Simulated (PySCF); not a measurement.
Level of theory: PBE0-D3(BJ)/def2-TZVP // PBE0-D3(BJ)/def2-SVP run with PySCF 2.14.0. Gas-phase values, no solvent. One relaxed conformer stands for a flexible species; it need not be the lowest. Excitations are Tamm–Dancoff values on a coarser integration grid. The basis has no diffuse functions, so Rydberg states are missing or too high.

Reference species (SMILES): `o1cc(cc1B)S` (neutral, multiplicity 1).

```yaml
HOMO: -7.16 eV
S1–T1 gap (TDA): 1.22 eV
```

Changed species: `Bc1occc1S`.

### Question
Give the shifts of the HOMO and S1–T1 gap (TDA).

### Answer
the HOMO rises by 0.44 eV, to -6.72 eV; the S1–T1 gap (TDA) goes up by 0.28 eV, to 1.50 eV.
